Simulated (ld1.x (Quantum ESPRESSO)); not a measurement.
**Configuration tests for boron (B) (TM)**

B, norm-conserving Troullier–Martins (Kleinman–Bylander form), made with ld1.x (Quantum ESPRESSO) 7.5 (PBE, non-relativistic). Core [He], reference 2s1.75 2p1.25. Waves: 2s (bound): rc 1.60 bohr; 2p (bound): rc 3.05 bohr; 3d channel at -0.05 Ry: rc 2.70 bohr. Local part: all-electron potential smoothed inside 1.30 bohr (lloc = -1). Core correction: none.

Energies are relative to the spin-unpolarised reference configuration 2s1.75 2p1.25; without spin polarisation the order of configurations can differ from experiment.

```json
{"valence configuration": "2s2 2p1", "charge": "0", "ΔE all-electron (eV)": "-1.459", "error AE − PS (meV)": "-0.8"}
{"valence configuration": "2s2 2p0", "charge": "+1", "ΔE all-electron (eV)": "6.763", "error AE − PS (meV)": "+111"}
{"valence configuration": "2s1 2p0", "charge": "+2", "ΔE all-electron (eV)": "32.179", "error AE − PS (meV)": "+351"}
{"valence configuration": "2s2 2p0.5", "charge": "+0.5", "ΔE all-electron (eV)": "1.430", "error AE − PS (meV)": "+20"}
{"valence configuration": "2s0 2p3", "charge": "0", "ΔE all-electron (eV)": "10.249", "error AE − PS (meV)": "-35"}
```

What are ΔE and the potential's error for 2s2 2p1.3?

ΔE = -2.197 eV all-electron; the error (AE − PS) is -2.1 meV.

What are ΔE and the potential's error for 2s1 2p2?

ΔE = 4.386 eV all-electron; the error (AE − PS) is -5.6 meV.

Levels in the configuration 2s2 2p0.5:

```csv
level,all-electron (eV),pseudo (eV)
2s,-14.125,-14.070
2p,-8.090,-8.001
```
